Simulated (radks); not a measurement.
The numbers below are computed, except where a source is named.
All-electron atom: the tantalum ion Ta64+ in [He] 2s2 2p5.

Code: a radial shooting solver on a logarithmic mesh with Libxc functionals. Model: non-relativistic Kohn-Sham, PBE, spin-polarised, spherical densities, point nucleus; open shells are filled with parallel spins first (spin-orbit coupling, left out, can overturn this in heavy ions); relativity is left out, which matters for an element this heavy.

Energy parts (hartree):
total: -9481.4956
kinetic: 9481.1197
electron-nucleus: -19461.6639
Hartree: 609.2499
exchange-correlation: -110.2013

Orbitals (lengths in bohr, moments of r in powers of bohr):
orbital  occ.  eigenvalue (hartree)       <r^4>      <r^2>
1s up       1             -2490.795   8.297e-07  0.0005741
1s down     1             -2490.284   8.291e-07  0.0005739
2s up       1             -569.1456   0.0001220   0.008595
2s down     1             -568.3724   0.0001223   0.008605
2p up       3             -557.5539  0.00007541   0.006311
2p down     2             -556.5827  0.00007569   0.006321
3s up       0             -243.4333    0.002862    0.04461
3s down     0             -243.2268    0.002869    0.04466
3p up       0             -239.4147    0.002377    0.03991
3p down     0             -239.1717    0.002385    0.03997

The highest occupied level is 2p down at -15145.4 eV. The density falls to 0.001 e/bohr^3 at r = 0.33 bohr. The spin density at the nucleus is -11.11 e/bohr^3 (1s -37.96, 2s 26.85). Spin moment in Bohr magnetons: 1. The electron density at the nucleus is 2.725e+05 e/bohr^3.
